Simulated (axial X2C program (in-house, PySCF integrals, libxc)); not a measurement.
ScS with a deliberately poor setting

Computed with an in-house all-electron X2C program for linear molecules (integrals from PySCF).

The run was started with this input:
```json
{
 "zs": [
  21,
  16
 ],
 "q": 0,
 "bas": [
  "dyall-v3z",
  "dyall-v3z"
 ],
 "levels": [
  "PBE0",
  "HF",
  "PBE",
  "TPSSh"
 ],
 "cc": false,
 "r0": 2.1,
 "npts": 10,
 "nst": 2,
 "ntry": 6,
 "opt": {
  "auxb": 6.0
 }
}
```
```bash
python so2c.py task.json out
```

Keys: zs atomic numbers; q charge; bas basis sets; levels methods; cc coupled cluster on or off; r0 starting distance in Å; npts points on the curve; nst determinants followed; ntry starts of the search; auxb ratio of fitting exponents. HF also brings MP2.

Q: One numerical setting was spoiled on purpose. Which, and what came out?

A: Density fitting set too sparse. States: spin-free M_S = 1/2, Λ = 0; 2c Ω = 1/2. The apparent results, which are not to be taken for properties of ScS:

```tsv
Hamiltonian	level	points converged	Re (Å)	ωe (cm⁻¹)	De (eV)	curve-fit residual (μEh)
spin-free	PBE0	10 of 10	2.193	555	3.09	0.28
spin-free	HF	10 of 10	2.347	292	0.97	67
spin-free	MP2	10 of 10	2.084	1132	3.72	1100
spin-free	PBE	10 of 10	2.223	517	3.60	0.63
spin-free	TPSSh	9 of 10	2.211	538	3.17	0.96
2c	PBE0	10 of 10	2.193	555	3.08	0.28
2c	HF	10 of 10	2.491	299	1.06	11
2c	MP2	10 of 10	2.090	1112	3.69	680
2c	PBE	10 of 10	2.223	517	3.57	0.63
2c	TPSSh	9 of 10	2.211	538	3.16	0.96
```
